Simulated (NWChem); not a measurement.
System: C4H2Cl2; SMILES C#CC=C(Cl)Cl

Input file for NWChem:

```
start job
memory heap 200 mb stack 900 mb global 1100 mb
geometry units angstroms noautoz
  C     -0.386872     3.170382     0.000000
  C     -0.657705     1.986952     0.000000
  C     -1.018734     0.619222     0.000000
  C     -0.138535    -0.401333     0.000000
  Cl    -0.663287    -2.036796     0.000000
  Cl     1.558802    -0.178150     0.000000
  H     -0.137022     4.215510     0.000000
  H     -2.081999     0.361073     0.000000
end
basis spherical
  * library def2-svp
end
dft
  xc b3lyp
  iterations 150
  mulliken
end
task dft energy
```

Output (shortened):

```
             Northwest Computational Chemistry Package (NWChem) 7.3.0
             --------------------------------------------------------

 CS  symmetry detected

                             Geometry "geometry" -> ""
                             -------------------------

 Output coordinates in angstroms (scale by  1.889725989 to convert to a.u.)

  No.       Tag          Charge          X              Y              Z
 ---- ---------------- ---------- -------------- -------------- --------------
    1 C                    6.0000    -0.36962848     3.18578333     0.00000000
    2 C                    6.0000    -0.64558821     2.00353831     0.00000000
    3 C                    6.0000    -1.01254189     0.63738594     0.00000000
    4 C                    6.0000    -0.13677449    -0.38697447     0.00000000
    5 Cl                  17.0000    -0.66861006    -2.02014771     0.00000000
    6 Cl                  17.0000     1.56151389    -0.17115024     0.00000000
    7 H                    1.0000    -0.11525099     4.22981861     0.00000000
    8 H                    1.0000    -2.07691579     0.38384781     0.00000000

 Effective nuclear repulsion energy (a.u.)     296.5612843599

      Symmetry information
      --------------------

 Group name             Cs
 Group number              2
 Group order               2
 No. of unique centers     8

                                 NWChem DFT Module
                                 -----------------

 Summary of "ao basis" -> "ao basis" (spherical)
 ------------------------------------------------------------------------------
       Tag                 Description            Shells   Functions and Types
 ---------------- ------------------------------  ------  ---------------------
 C                          def2-svp                 6       14   3s2p1d
 Cl                         def2-svp                 8       18   4s3p1d
 H                          def2-svp                 3        5   2s1p

      Symmetry analysis of basis
      --------------------------

        a'         74
        a"         28

            General Information
            -------------------
          SCF calculation type: DFT
          Wavefunction type:  closed shell.
          No. of atoms     :     8
          No. of electrons :    60
           Alpha electrons :    30
            Beta electrons :    30
          Charge           :     0
          Spin multiplicity:     1
          Use of symmetry is: on ; symmetry adaption is: on
          Maximum number of iterations: 150
          AO basis - number of functions:   102
                     number of shells:    46
          Convergence on energy requested:  1.00D-06
          Convergence on density requested:  1.00D-05
          Convergence on gradient requested:  5.00D-04

              XC Information
              --------------
                         B3LYP Method XC Potential
                     Hartree-Fock (Exact) Exchange  0.200
                        Slater Exchange Functional  0.800 local
                    Becke 1988 Exchange Functional  0.720 non-local
              Lee-Yang-Parr Correlation Functional  0.810
                  VWN I RPA Correlation Functional  0.190 local

             Grid Information
             ----------------
          Grid used for XC integration:  medium
          Radial quadrature: Mura-Knowles
          Angular quadrature: Lebedev.
          Tag              B.-S. Rad. Rad. Pts. Rad. Cut. Ang. Pts.
          ---              ---------- --------- --------- ---------
          C                   0.70       49          12.0       434
          Cl                  1.00       88          14.0       590
          H                   0.35       45          13.0       434
          Grid pruning is: on
          Number of quadrature shells:   462
          Spatial weights used:  Erf1

      Superposition of Atomic Density Guess
      -------------------------------------

 Sum of atomic energies:       -1070.14483854

      Non-variational initial energy
      ------------------------------

 Total energy =   -1072.887357
 1-e energy   =   -2062.764813
 2-e energy   =     693.316172
 HOMO         =      -0.245445
 LUMO         =      -0.001842

      Symmetry analysis of molecular orbitals - initial
      -------------------------------------------------

  Numbering of irreducible representations:

     1 a'          2 a"

  Orbital symmetries:

     1 a'          2 a'          3 a'          4 a'          5 a'
     6 a'          7 a'          8 a'          9 a'         10 a'
    11 a'         12 a"         13 a'         14 a"         15 a'
    16 a'         17 a'         18 a'         19 a'         20 a'
    21 a'         22 a'         23 a"         24 a'         25 a'
    26 a"         27 a"         28 a'         29 a'         30 a"
    31 a"         32 a'         33 a'         34 a'         35 a'
    36 a"         37 a'         38 a'         39 a'         40 a'

     ---------------------------------------------
      Total Density - Mulliken Population Analysis
     ---------------------------------------------

    Atom       Charge   Shell Charges
 -----------   ------   -------------------------------------------------------
    1 C    6     6.46   1.99  0.98  0.62  1.98  0.85  0.03
    2 C    6     5.84   1.99  0.97  0.26  1.92  0.64  0.04
    3 C    6     6.21   1.99  0.96  0.25  2.05  0.93  0.03
    4 C    6     5.43   1.99  0.92  0.18  1.47  0.82  0.06
    5 Cl  17    17.16   2.00  1.99  1.22  0.71  5.94  2.11  3.16  0.02
    6 Cl  17    17.15   2.00  1.99  1.22  0.71  5.94  2.11  3.16  0.02
    7 H    1     0.87   0.62  0.22  0.03
    8 H    1     0.89   0.66  0.21  0.03

   convergence    iter        energy       DeltaE   RMS-Dens  Diis-err
 ---------------- ----- ----------------- --------- --------- ---------
 d= 0,ls=0.0,diis     1  -1073.4208898817 -1.37D+03  1.88D-02  1.05D+00
 d= 0,ls=0.0,diis     2  -1073.1444474393  2.76D-01  1.42D-02  3.20D+00
 d= 0,ls=0.0,diis     3  -1073.5389692228 -3.95D-01  3.50D-03  9.43D-02
 d= 0,ls=0.0,diis     4  -1073.5420625686 -3.09D-03  1.75D-03  7.98D-02
 d= 0,ls=0.0,diis     5  -1073.5520856729 -1.00D-02  5.28D-04  3.55D-03
  Resetting Diis
 d= 0,ls=0.0,diis     6  -1073.5525008249 -4.15D-04  2.08D-04  4.05D-04
 d= 0,ls=0.0,diis     7  -1073.5525567461 -5.59D-05  8.94D-05  1.59D-05
 d= 0,ls=0.0,diis     8  -1073.5525533417  3.40D-06  5.47D-05  3.98D-05
 d= 0,ls=0.0,diis     9  -1073.5525586716 -5.33D-06  9.59D-06  1.52D-06
 d= 0,ls=0.0,diis    10  -1073.5525588524 -1.81D-07  2.69D-06  7.71D-08

         Total DFT energy =    -1073.552558852415
      One electron energy =    -2065.590927915574
           Coulomb energy =      774.339679011903
    Exchange-Corr. energy =      -78.862594308646
 Nuclear repulsion energy =      296.561284359902

 Numeric. integr. density =       59.999995753006

                  Occupations of the irreducible representations
                  ----------------------------------------------

                     irrep           alpha         beta
                     --------     --------     --------
                     a'               24.0         24.0
                     a"                6.0          6.0

                       DFT Final Molecular Orbital Analysis
                       ------------------------------------

 Vector   28  Occ=2.000000D+00  E=-3.207861D-01  Symmetry=a'
              MO Center=  4.3D-01, -8.7D-01,  1.2D-14, r^2= 3.7D+00
   Bfn.  Coefficient  Atom+Function         Bfn.  Coefficient  Atom+Function
  ----- ------------  ---------------      ----- ------------  ---------------
    86      0.470832  6 Cl py                67      0.448008  5 Cl px
    83      0.363490  6 Cl py                64      0.342960  5 Cl px
    80      0.207796  6 Cl py                61      0.196018  5 Cl px
    98      0.078988  8 H  s                 18      0.071797  2 C  px
    32     -0.071029  3 C  px                 4      0.062214  1 C  px

 Vector   29  Occ=2.000000D+00  E=-2.910856D-01  Symmetry=a'
              MO Center= -4.8D-01,  2.4D+00,  1.6D-15, r^2= 2.2D+00
   Bfn.  Coefficient  Atom+Function         Bfn.  Coefficient  Atom+Function
  ----- ------------  ---------------      ----- ------------  ---------------
     4      0.410853  1 C  px                18      0.401326  2 C  px
     7      0.244125  1 C  px                21      0.206549  2 C  px
    45     -0.133802  4 C  s                 86     -0.118007  6 Cl py
    98      0.114345  8 H  s                  5     -0.098114  1 C  py
    83     -0.097859  6 Cl py                19     -0.094485  2 C  py

 Vector   30  Occ=2.000000D+00  E=-2.450272D-01  Symmetry=a"
              MO Center= -3.1D-01,  8.5D-01, -1.4D-15, r^2= 4.7D+00
   Bfn.  Coefficient  Atom+Function         Bfn.  Coefficient  Atom+Function
  ----- ------------  ---------------      ----- ------------  ---------------
     6      0.320664  1 C  pz                48     -0.306258  4 C  pz
    34     -0.295564  3 C  pz                69      0.276389  5 Cl pz
    87      0.262673  6 Cl pz                 9      0.216762  1 C  pz
    37     -0.216130  3 C  pz                20      0.199667  2 C  pz
    51     -0.190978  4 C  pz                66      0.183918  5 Cl pz

 Vector   31  Occ=0.000000D+00  E=-5.370588D-02  Symmetry=a"
              MO Center= -3.8D-01,  7.4D-01, -8.2D-16, r^2= 4.1D+00
   Bfn.  Coefficient  Atom+Function         Bfn.  Coefficient  Atom+Function
  ----- ------------  ---------------      ----- ------------  ---------------
    51      0.512381  4 C  pz                48      0.455907  4 C  pz
    37     -0.405100  3 C  pz                 9      0.341619  1 C  pz
    34     -0.316374  3 C  pz                 6      0.291382  1 C  pz
    87     -0.233238  6 Cl pz                69     -0.232040  5 Cl pz
    23     -0.176307  2 C  pz                20     -0.149213  2 C  pz

[...]
```

Level: B3LYP/def2-SVP. The geometry was optimised at PBE0/def2-SVP.
